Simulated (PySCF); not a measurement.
## Structure from 2D NMR

Compound of formula C9H11N. Correlations simulated from computed shifts and the bond graph:

HSQC (one-bond C–H):
```csv
δH,δC
8.81,155.9
7.58,141.2
7.05,126.0
7.05,127.0
3.11,45.1
2.68,31.7
2.02,31.7
1.92,19.7
1.79,19.7
```

COSY cross peaks (H two or three bonds apart, from the bond graph; peaks can be absent where the dihedral angle is near 90°):
```csv
δH,δH
8.81,7.05
7.58,7.05
7.58,7.05
3.11,2.68
3.11,2.02
2.68,2.02
2.68,1.92
2.68,1.79
2.02,1.92
2.02,1.79
1.92,1.79
```

HMBC (two and three bonds, from the bond graph):
```csv
δH,δC
8.81,"169.8, 141.2, 126.0"
7.58,"169.8, 155.9, 127.0, 126.0"
7.05,"155.9, 141.2, 127.0"
7.05,"169.8, 141.2, 126.0, 45.1"
3.11,"169.8, 127.0, 31.7, 19.7"
2.68,"169.8, 45.1, 31.7, 19.7"
2.02,"169.8, 45.1, 31.7, 19.7"
1.92,"45.1, 31.7"
1.79,"45.1, 31.7"
```

Carbons without hydrogens: δ 169.8.

PySCF calculation with PBE0/pcSseg-1 with gauge-including orbitals and structure optimised with PBE0-D3(BJ)/def2-SVP; no solvent model, fast rotation and ring inversion assumed for equivalent nuclei, a single conformation, no relativistic terms.

Shifts are taken against calculated references (same method and geometry level): ¹H (σ = 31.27 ppm) and ¹³C (σ = 184.41 ppm) against TMS.

Exchangeable hydrogens are left out of these lists.

Q: Work out the connectivity.

A: SMILES c1ccc(C2CCC2)nc1.

Atoms are numbered as in `[cH:1]1[cH:2][cH:3][c:4]([CH:5]2[CH2:6][CH2:7][CH2:8]2)[n:9][cH:10]1` (H(Xn): hydrogen on atom n). Ha(C6), Ha(C7), Ha(C8) are cis to C4 on the ring; Hb(C6), Hb(C7), Hb(C8) are trans to C4 on the ring.

- δC 169.8 is C4, a substituted aromatic carbon next to a ring nitrogen.
- δC 155.9 is C10, an aromatic CH next to a ring nitrogen (δH 8.81).
- δC 141.2 is C2, an aromatic CH (δH 7.58).
- δC 127.0 is C3, an aromatic CH (δH 7.05).
- δC 126.0 is C1, an aromatic CH (δH 7.05).
- δC 45.1 is C5, an sp3 CH on an aromatic ring (δH 3.11).
- δC 31.7 is C6/C8, an sp3 CH2 in a ring (δH 2.02, 2.68).
- δC 19.7 is C7, an sp3 CH2 in a ring (δH 1.92, 1.79).
- HMBC from δH 8.81 reaches the proton-free carbon C4.
- HMBC from δH 7.58 reaches the proton-free carbon C4.
- HMBC from δH 7.05 reaches the proton-free carbon C4.
- HMBC from δH 3.11 reaches the proton-free carbon C4.
- COSY links 8.81–7.05, 7.58–7.05, 7.58–7.05, 3.11–2.68, 3.11–2.02, 2.68–2.02.

The shifts were computed for this structure.

Shifts are as computed. Against solution values, carbons near 30 ppm lie about +2 ppm off and those near 130 ppm about +5 ppm. Of 1211 compounds with measured shifts, 218 miss one by over three times the rms of a fit or turn the order of signals round; such compounds aren't used in these exercises.
